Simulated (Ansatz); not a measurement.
Steps of a relaxation of BH₆NOSi₂, SMILES `[SiH3]OB1N[SiH2]1` with RKS PBE-D4/def2-SVP.

```sh
$ ansatz run in.yaml --threads 4 --pin off --events-out ev --progress --plain --max-ram 10444MiB
```

```yaml
crystal:
  periodic: [false, false, false]
  atoms:
    - {symbol: Si, position_ang: [-1.811300, 0.351700, 0.651500]}
    - {symbol: O, position_ang: [-0.389800, 1.210200, 0.980900]}
    - {symbol: B, position_ang: [0.626800, 0.379000, 0.382500]}
    - {symbol: N, position_ang: [1.737600, -0.768300, 0.484400]}
    - {symbol: Si, position_ang: [1.822200, -0.185100, -1.151100]}
    - {symbol: H, position_ang: [-2.980000, 1.188800, 1.190000]}
    - {symbol: H, position_ang: [-2.017900, 0.271600, -0.811500]}
    - {symbol: H, position_ang: [-1.819700, -0.920500, 1.255400]}
    - {symbol: H, position_ang: [1.106400, -1.642100, 0.493000]}
    - {symbol: H, position_ang: [2.833200, 0.869300, -1.325000]}
    - {symbol: H, position_ang: [0.958000, -0.811800, -2.129400]}
basis:
  gaussian: {orbitals: def2-SVP}
hamiltonian: {xc: pbe, dispersion: d4}
relax: {f_tol: 0.03, max_steps: 200}
```

Positions (Å) and forces (eV/Å) along the path, 12 of 18 steps:

```xyz
11
step=1 energy=-20044.1950 eV
Si   -1.811    0.352    0.651   -1.712    2.433   -0.309
O    -0.390    1.210    0.981    2.126   -2.460   -0.344
B     0.627    0.379    0.383    2.209    0.540   -0.926
N     1.738   -0.768    0.484   -4.136   -0.493    2.572
Si    1.822   -0.185   -1.151   -1.133    2.432   -0.411
H    -2.980    1.189    1.190    0.455   -0.313   -0.059
H    -2.018    0.272   -0.811    0.054   -0.207   -0.444
H    -1.820   -0.920    1.255    0.085   -1.835    0.818
H     1.106   -1.642    0.493    1.463    0.654    0.645
H     2.833    0.869   -1.325    0.594   -0.199   -0.525
H     0.958   -0.812   -2.129   -0.006   -0.552   -1.018
11
step=2 energy=-20045.5935 eV
Si   -1.865    0.373    0.664   -0.403    0.808    0.168
O    -0.380    1.105    1.099    1.045   -1.568   -0.992
B     0.637    0.448    0.365    1.048   -0.060    0.538
N     1.639   -0.695    0.515   -2.885   -0.093    0.270
Si    1.735   -0.069   -1.162   -0.302    1.564   -0.420
H    -2.983    1.208    1.236    0.151   -0.052   -0.052
H    -1.996    0.271   -0.826    0.028    0.037   -0.084
H    -1.897   -0.977    1.240   -0.085   -0.640    0.234
H     1.145   -1.632    0.581    1.019    0.697    0.672
H     2.962    0.776   -1.440   -0.003   -0.630   -0.265
H     1.068   -0.865   -2.252    0.388   -0.063   -0.068
11
step=3 energy=-20046.2594 eV
Si   -1.898    0.359    0.690    0.351    0.062    0.111
O    -0.364    0.999    1.130   -0.549   -0.263   -0.464
B     0.654    0.481    0.371   -0.263    0.324    1.116
N     1.514   -0.630    0.487   -0.828   -0.953   -0.731
Si    1.660    0.088   -1.191    1.146    0.006   -1.003
H    -2.974    1.227    1.250   -0.024    0.059    0.102
H    -2.002    0.298   -0.814   -0.022    0.024    0.078
H    -1.956   -1.040    1.242   -0.155    0.027   -0.020
H     1.182   -1.605    0.681    0.729    0.713    0.478
H     3.060    0.635   -1.532   -0.459   -0.349    0.067
H     1.190   -0.870   -2.293    0.074    0.351    0.267
11
step=5 energy=-20046.6634 eV
Si   -1.985    0.359    0.681    0.113    0.036    0.126
O    -0.423    0.925    1.054   -0.214   -0.006   -0.087
B     0.654    0.450    0.362   -0.178   -0.033    0.086
N     1.496   -0.655    0.412   -0.047   -0.095   -0.373
Si    1.733    0.107   -1.231    0.220   -0.115    0.083
H    -2.966    1.267    1.359    0.017   -0.010    0.000
H    -2.193    0.361   -0.811   -0.004    0.030    0.062
H    -2.126   -1.052    1.195   -0.052    0.071   -0.031
H     1.509   -1.561    0.893    0.184    0.097    0.129
H     3.155    0.514   -1.549   -0.109   -0.031    0.039
H     1.212   -0.771   -2.345    0.070    0.057   -0.036
11
step=6 energy=-20046.7413 eV
Si   -2.039    0.376    0.706   -0.205    0.100    0.067
O    -0.448    0.874    1.004   -0.101   -0.093   -0.012
B     0.595    0.363    0.292    0.134    0.026   -0.078
N     1.494   -0.695    0.368    0.021   -0.225   -0.052
Si    1.759    0.063   -1.260    0.073    0.000    0.032
H    -2.942    1.324    1.437    0.026   -0.020   -0.003
H    -2.330    0.407   -0.771    0.026    0.019    0.038
H    -2.249   -1.027    1.211    0.018    0.028    0.001
H     1.687   -1.510    0.968    0.020    0.176   -0.084
H     3.170    0.552   -1.485   -0.057    0.030    0.022
H     1.368   -0.784   -2.449    0.044   -0.042    0.068
11
step=8 energy=-20046.6556 eV rejected
Si   -2.168    0.424    0.745    0.306    0.138    0.119
O    -0.495    0.696    0.924   -0.323   -0.176   -0.162
B     0.529    0.196    0.173   -0.170    0.050    0.015
N     1.509   -0.783    0.267    1.465   -1.517    1.939
Si    1.815    0.015   -1.319    0.021   -0.146   -0.241
H    -2.891    1.448    1.584    0.119   -0.111   -0.095
H    -2.554    0.555   -0.705   -0.010   -0.005    0.064
H    -2.484   -0.964    1.240   -0.038    0.073   -0.044
H     1.963   -1.460    1.021   -1.208    1.565   -1.779
H     3.127    0.785   -1.423   -0.212   -0.160   -0.006
H     1.715   -0.969   -2.486    0.051    0.288    0.190
11
step=9 energy=-20046.7961 eV
Si   -2.128    0.401    0.733    0.045    0.204    0.083
O    -0.480    0.737    0.955   -0.126   -0.235   -0.150
B     0.556    0.242    0.215    0.061   -0.022   -0.021
N     1.536   -0.743    0.320    0.066   -0.024    0.096
Si    1.802    0.017   -1.296   -0.011    0.034   -0.034
H    -2.896    1.411    1.532    0.037   -0.032    0.015
H    -2.496    0.524   -0.721    0.027   -0.045    0.014
H    -2.438   -0.986    1.231    0.009    0.022   -0.040
H     1.860   -1.462    0.981   -0.038    0.107   -0.067
H     3.132    0.722   -1.458   -0.083   -0.063    0.017
H     1.618   -0.921   -2.471    0.013    0.054    0.087
11
step=10 energy=-20046.8194 eV
Si   -2.158    0.407    0.733    0.038    0.142    0.030
O    -0.497    0.646    0.945   -0.083   -0.155   -0.098
B     0.555    0.197    0.202    0.046   -0.060    0.053
N     1.586   -0.732    0.329    0.023    0.001    0.065
Si    1.807    0.008   -1.303    0.025   -0.016   -0.008
H    -2.865    1.433    1.568    0.028   -0.023    0.017
H    -2.534    0.583   -0.713    0.017   -0.032    0.010
H    -2.531   -0.975    1.196    0.001    0.024   -0.029
H     1.936   -1.424    1.006   -0.032    0.117   -0.097
H     3.109    0.756   -1.485   -0.072   -0.026    0.010
H     1.657   -0.957   -2.458    0.008    0.028    0.047
11
step=15 energy=-20046.9354 eV
Si   -2.186    0.423    0.694    0.005    0.000   -0.047
O    -0.610   -0.085    1.048   -0.011    0.003   -0.030
B     0.490   -0.196    0.258    0.068   -0.006    0.088
N     1.801   -0.649    0.402   -0.082    0.033   -0.137
Si    1.668   -0.088   -1.305    0.008    0.003    0.056
H    -2.548    1.514    1.655   -0.001    0.014    0.018
H    -2.274    0.921   -0.722    0.006    0.004    0.008
H    -3.105   -0.746    0.886   -0.023   -0.014    0.009
H     2.414   -1.058    1.111    0.041   -0.034    0.054
H     2.578    1.064   -1.651   -0.022    0.015   -0.021
H     1.837   -1.157   -2.354    0.012   -0.017    0.001
11
step=16 energy=-20046.9361 eV
Si   -2.182    0.424    0.685    0.000    0.002   -0.004
O    -0.618   -0.107    1.060    0.032   -0.026    0.036
B     0.493   -0.214    0.286    0.013    0.021   -0.101
N     1.810   -0.654    0.408    0.061   -0.024    0.033
Si    1.653   -0.091   -1.295   -0.064    0.022    0.006
H    -2.539    1.520    1.646    0.006   -0.004   -0.003
H    -2.241    0.927   -0.730    0.004    0.002    0.000
H    -3.124   -0.730    0.866    0.004    0.001    0.001
H     2.452   -1.059    1.098   -0.063    0.020    0.003
H     2.523    1.086   -1.660    0.003   -0.010    0.011
H     1.839   -1.160   -2.343    0.003   -0.003    0.017
11
step=17 energy=-20046.9371 eV
Si   -2.180    0.422    0.686    0.009    0.000    0.006
O    -0.617   -0.119    1.056   -0.031    0.002   -0.011
B     0.488   -0.216    0.273    0.042   -0.021    0.021
N     1.807   -0.649    0.404   -0.008    0.016   -0.021
Si    1.650   -0.090   -1.301    0.021   -0.010    0.017
H    -2.527    1.516    1.652   -0.001    0.004    0.006
H    -2.238    0.936   -0.725   -0.001   -0.012    0.004
H    -3.129   -0.727    0.868    0.009    0.008   -0.010
H     2.437   -1.050    1.106   -0.021    0.011    0.002
H     2.519    1.090   -1.664   -0.009   -0.010   -0.004
H     1.856   -1.169   -2.335   -0.010    0.012   -0.011
11
step=18 energy=-20046.9374 eV
Si   -2.178    0.422    0.687    0.006   -0.001    0.000
O    -0.619   -0.126    1.055   -0.008    0.001   -0.001
B     0.488   -0.219    0.274   -0.004    0.004   -0.007
N     1.808   -0.647    0.405    0.012   -0.004    0.000
Si    1.651   -0.091   -1.300   -0.007   -0.001    0.004
H    -2.522    1.517    1.653    0.001    0.000    0.000
H    -2.235    0.933   -0.726   -0.001    0.000    0.000
H    -3.131   -0.724    0.864    0.000    0.000    0.000
H     2.435   -1.044    1.111    0.002   -0.001    0.005
H     2.516    1.089   -1.665   -0.001   -0.002   -0.001
H     1.852   -1.166   -2.339    0.000    0.004    0.001
```

Hardware: 4 threads of an AMD EPYC 9R45 on a shared host. Wall time 9 s, peak host memory 0.17 GiB.
